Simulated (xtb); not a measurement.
xtb input (GFN2-xTB):

```bash
xtb mol.xyz --gfn 2 --ohess tight --chrg -1 --uhf 0
```
mol.xyz:
```
13

C     -0.14096460    -2.23369536     0.38152758
Si     0.56847295    -0.84579043    -0.68365677
C      2.30564832    -0.44915235     0.05591081
Si    -0.76404189     1.10001186    -0.96602345
Cl    -0.99265832     1.31744893     1.31375082
H      0.62894306    -3.06667415     0.56123022
H     -0.36037322    -1.82261743     1.36554730
H     -1.02057102    -2.67986345    -0.08342722
H      0.91142356    -1.49261004    -2.03114927
H      2.79416123     0.30733924    -0.61907086
H      2.17898317     0.09873014     0.99418338
H      2.92880061    -1.30700558     0.20255899
H     -2.01464800     0.21120694    -1.16705812
```

Output:

```
           -------------------------------------------------
          |                Calculation Setup                |
           -------------------------------------------------

           -------------------------------------------------
          |                 G F N 2 - x T B                 |
           -------------------------------------------------

        Reference                      10.1021/acs.jctc.8b01176
      * Hamiltonian:
        H0-scaling (s, p, d)           1.850000    2.230000    2.230000
        zeta-weighting                 0.500000
      * Dispersion:
        s8                             2.700000
        a1                             0.520000
        a2                             5.000000
        s9                             5.000000
      * Repulsion:
        kExp                           1.500000    1.000000
        rExp                           1.000000
      * Coulomb:
        alpha                          2.000000
        third order                    shell-resolved
        anisotropic                    true
        a3                             3.000000
        a5                             4.000000
        cn-shift                       1.200000
        cn-exp                         4.000000
        max-rad                        5.000000

          ...................................................
          :                      SETUP                      :
          :.................................................:
          :  # basis functions                  46          :
          :  # atomic orbitals                  43          :
          :  # shells                           21          :
          :  # electrons                        32          :
          :  max. iterations                   250          :
          :  Hamiltonian                  GFN2-xTB          :
          :  restarted?                      false          :
          :  GBSA solvation                  false          :
          :  PC potential                    false          :
          :  electronic temp.          300.0000000     K    :
          :  accuracy                    1.0000000          :
          :  -> integral cutoff          0.2500000E+02      :
          :  -> integral neglect         0.1000000E-07      :
          :  -> SCF convergence          0.1000000E-05 Eh   :
          :  -> wf. convergence          0.1000000E-03 e    :
          :  Broyden damping             0.4000000          :
          :  net charge                         -1          :
          :  unpaired electrons                  0          :
          ...................................................

 iter      E             dE          RMSdq      gap      omega  full diag
   1    -16.5688602 -0.165689E+02  0.961E+00    2.29       0.0  T
   2    -16.6570501 -0.881899E-01  0.669E+00    2.69       1.0  T
   3    -16.6618056 -0.475546E-02  0.386E+00    2.81       1.0  T
   4    -16.6725879 -0.107823E-01  0.161E+00    2.96       1.0  T
   5    -16.6806211 -0.803321E-02  0.640E-01    3.03       1.0  T
   6    -16.6808099 -0.188847E-03  0.261E-01    3.04       1.0  T
[...]
   1 H    6 C           6     1.0888333     1.0908939     1.0866126
   1 H   14 Si          2     1.5055263     1.5062401     1.5048124
   6 C   14 Si          1     1.9138905     1.9138905     1.9138905
  14 Si  14 Si          1     2.2588072     2.2588072     2.2588072

           -------------------------------------------------
          |               Frequency Printout                |
           -------------------------------------------------
 projected vibrational frequencies (cm⁻¹)
eigval :       -0.00    -0.00    -0.00    -0.00     0.00     0.00
eigval :       37.67    60.58    98.33   110.79   120.42   196.53
eigval :      200.27   268.15   479.34   580.50   642.24   657.76
eigval :      669.80   684.35   704.05   789.21   824.27   827.91
eigval :      850.41  1363.92  1378.44  1512.16  1522.44  1530.10
eigval :     1537.07  1829.39  1849.55  2963.30  2986.57  2992.77
eigval :     2995.04  3014.13  3025.38
 reduced masses (amu)
   1: 23.68   2: 26.91   3: 24.27   4: 18.02   5: 21.17   6: 23.87   7: 18.30   8: 20.09
   9:  2.27  10:  8.45  11: 11.17  12: 20.16  13: 16.03  14: 29.43  15: 20.28  16:  3.32
  17:  2.01  18:  7.13  19:  2.40  20: 11.70  21: 13.55  22:  4.31  23:  4.21  24:  6.10
  25:  5.81  26:  2.97  27:  3.02  28:  1.63  29:  1.64  30:  1.62  31:  1.62  32:  1.89
  33:  1.79  34:  1.79  35:  1.94  36:  1.79  37:  1.47  38:  1.88  39:  1.44
 IR intensities (km·mol⁻¹)
   1:  5.54   2:  5.28   3:  4.56   4:  2.25   5:  5.21   6:  3.39   7:  0.35   8:  0.60
   9:  0.02  10:  1.12  11:  2.71  12: 18.31  13:  6.86  14: 50.38  15: 41.76  16: 86.97
  17: 59.34  18: 15.66  19:139.70  20: 85.35  21: 26.35  22: 51.97  23:110.75  24: 82.59
Molecule has no symmetry elements
It seems to be the C1 point group
  25:355.36  26:  2.71  27:  0.58  28:  0.16  29:  2.55  30:  1.74  31:  5.30  32:671.59
  33:547.52  34: 86.97  35: 71.31  36:121.34  37: 55.64  38: 82.71  39: 35.03
 Raman intensities (Ä⁴*amu⁻¹)
   1:  0.00   2:  0.00   3:  0.00   4:  0.00   5:  0.00   6:  0.00   7:  0.00   8:  0.00
   9:  0.00  10:  0.00  11:  0.00  12:  0.00  13:  0.00  14:  0.00  15:  0.00  16:  0.00
  17:  0.00  18:  0.00  19:  0.00  20:  0.00  21:  0.00  22:  0.00  23:  0.00  24:  0.00
  25:  0.00  26:  0.00  27:  0.00  28:  0.00  29:  0.00  30:  0.00  31:  0.00  32:  0.00
  33:  0.00  34:  0.00  35:  0.00  36:  0.00  37:  0.00  38:  0.00  39:  0.00
 output can be read by thermo (or use thermo option).
 writing <g98.out> molden fake output.
 recommended (thermochemical) frequency scaling factor: 1.0
           -------------------------------------------------
          |             Thermodynamic Functions             |
           -------------------------------------------------

c1  symmetry found (for desy threshold:  0.10E+00) used in thermo

          ...................................................
          :                      SETUP                      :
          :.................................................:
          :  # frequencies                          33      :
          :  # imaginary freq.                       0      :
          :  linear?                             false      :
          :  only rotor calc.                    false      :
          :  symmetry                               c1      :
          :  rotational number                       1      :
          :  scaling factor                  1.0000000      :
          :  rotor cutoff                   50.0000000 cm⁻¹ :
          :  imag. cutoff                  -20.0000000 cm⁻¹ :
          :.................................................:

    mode    ω/cm⁻¹     T·S(HO)/kcal·mol⁻¹    T·S(FR)/kcal·mol⁻¹   T·S(vib)
   ------------------------------------------------------------------------
       1     37.67    -1.60338 ( 24.38%)    -1.14002 ( 75.62%)    -1.25297
       2     60.58    -1.32329 ( 68.30%)    -0.99948 ( 31.70%)    -1.22063
       3     98.33    -1.03970 ( 93.73%)    -0.85606 (  6.27%)    -1.02819
       4    110.79    -0.97047 ( 96.02%)    -0.82072 (  3.98%)    -0.96450
       5    120.42    -0.92237 ( 97.11%)    -0.79605 (  2.89%)    -0.91872
       6    196.53    -0.64558 ( 99.58%)    -0.65098 (  0.42%)    -0.64561
       7    200.27    -0.63525 ( 99.61%)    -0.64541 (  0.39%)    -0.63529
       8    268.15    -0.47946 ( 99.88%)    -0.55896 (  0.12%)    -0.47956
   ------------------------------------------------------------------------

   temp. (K)  partition function   enthalpy   heat capacity  entropy
                                   cal/mol     cal/K/mol   cal/K/mol   J/K/mol
 298.15  VIB  0.196E+04             4249.211     23.809     27.725
         ROT  0.420E+06              888.752      2.981     28.711
         INT  0.822E+09             5137.964     26.790     56.437
         TR   0.133E+28             1481.254      4.968     40.334
         TOT                        6619.2176    31.7577    96.7705   404.8876

       T/K    H(0)-H(T)+PV         H(T)/Eh          T*S/Eh         G(T)/Eh
   ------------------------------------------------------------------------
    298.15    0.105484E-01    0.100087E+00    0.459788E-01    0.541080E-01
   ------------------------------------------------------------------------

         :::::::::::::::::::::::::::::::::::::::::::::::::::::
         ::                  THERMODYNAMIC                  ::
         :::::::::::::::::::::::::::::::::::::::::::::::::::::
         :: total free energy         -16.507901427125 Eh   ::
         ::.................................................::
         :: total energy              -16.562009461409 Eh   ::
         :: zero point energy           0.089538412659 Eh   ::
         :: G(RRHO) w/o ZPVE           -0.035430378374 Eh   ::
         :: G(RRHO) contrib.            0.054108034285 Eh   ::
         :::::::::::::::::::::::::::::::::::::::::::::::::::::
Note: The following floating-point exceptions are signalling: IEEE_UNDERFLOW_FLAG IEEE_DENORMAL
normal termination of xtb

optimized geometry written to: xtbopt.xyz

           -------------------------------------------------
          | TOTAL ENERGY              -16.562009461409 Eh   |
          | TOTAL ENTHALPY            -16.461922654104 Eh   |
          | TOTAL FREE ENERGY         -16.507901427125 Eh   |
          | GRADIENT NORM               0.000169239000 Eh/α |
          | HOMO-LUMO GAP               2.960534926004 eV   |
           -------------------------------------------------

------------------------------------------------------------------------
------------------------------------------------------------------------
 total:
 SCF:
 ANC optimizer:
 analytical hessian:
```

It need not be the lowest isomer of its formula. Whether it binds its extra electron was not tested at this geometry.
